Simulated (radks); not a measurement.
Pt0.5+, configuration 1s(up 1, down 0.5) 2s2 2p6 3s2 3p6 3d10 4s2 4p6 4d10 4f14 5s2 5p6 5d9 6s1 (fractional occupations, a model configuration).

Method: scalar-relativistic Kohn-Sham, PBE, spin-polarised, spherical densities, finite nucleus; open shells are filled with parallel spins first (spin-orbit coupling, left out, can overturn this in heavy ions); Fermi nuclear charge, rms radius 5.427 fm; computed with a radial shooting solver on a logarithmic mesh with Libxc functionals.

Energy parts (eV):
total: -461662.03
kinetic: 510229.38
electron-nucleus: -1153474.94
Hartree: 190815.05
exchange-correlation: -9231.51

Orbitals (lengths in bohr, moments of r in powers of bohr):
| orbital | occ. | eigenvalue (eV) | <r> | <1/r> |
|---|---|---|---|---|
| 1s up | 1 | -79057.52 | 0.01710 | 94.16 |
| 1s down | 0.5 | -78920.42 | 0.01712 | 94.07 |
| 2s up | 1 | -13953.52 | 0.07198 | 22.14 |
| 2s down | 1 | -13941.12 | 0.07202 | 22.13 |
| 2p up | 3 | -12130.81 | 0.06477 | 19.80 |
| 2p down | 3 | -12122.89 | 0.06481 | 19.79 |
| 3s up | 1 | -3290.813 | 0.1859 | 8.218 |
| 3s down | 1 | -3288.083 | 0.1860 | 8.215 |
| 3p up | 3 | -2756.713 | 0.1867 | 7.525 |
| 3p down | 3 | -2754.776 | 0.1868 | 7.520 |
| 3d up | 5 | -2169.442 | 0.1690 | 7.089 |
| 3d down | 5 | -2169.355 | 0.1690 | 7.089 |
| 4s up | 1 | -714.5830 | 0.4120 | 3.520 |
| 4s down | 1 | -713.8263 | 0.4122 | 3.518 |
| 4p up | 3 | -538.4237 | 0.4378 | 3.188 |
| 4p down | 3 | -537.8863 | 0.4380 | 3.186 |
| 4d up | 5 | -322.0707 | 0.4631 | 2.857 |
| 4d down | 5 | -321.9740 | 0.4631 | 2.857 |
| 4f up | 7 | -81.2402 | 0.5072 | 2.426 |
| 4f down | 7 | -81.1174 | 0.5067 | 2.428 |
| 5s up | 1 | -110.0567 | 0.9422 | 1.434 |
| 5s down | 1 | -109.4393 | 0.9414 | 1.436 |
| 5p up | 3 | -63.5725 | 1.088 | 1.218 |
| 5p down | 3 | -62.8778 | 1.086 | 1.220 |
| 5d up | 5 | -11.9974 | 1.609 | 0.8226 |
| 5d down | 4 | -11.0625 | 1.600 | 0.8285 |
| 6s up | 1 | -10.1719 | 2.720 | 0.4659 |
| 6s down | 0 | -9.0654 | 2.763 | 0.4594 |

The highest occupied level is 6s up at -10.172 eV. The density falls to 0.001 e/bohr^3 at r = 4.13 bohr. Spin moment in Bohr magnetons: 2.5. The electron density at the nucleus is 1.679e+06 e/bohr^3 (large components only).
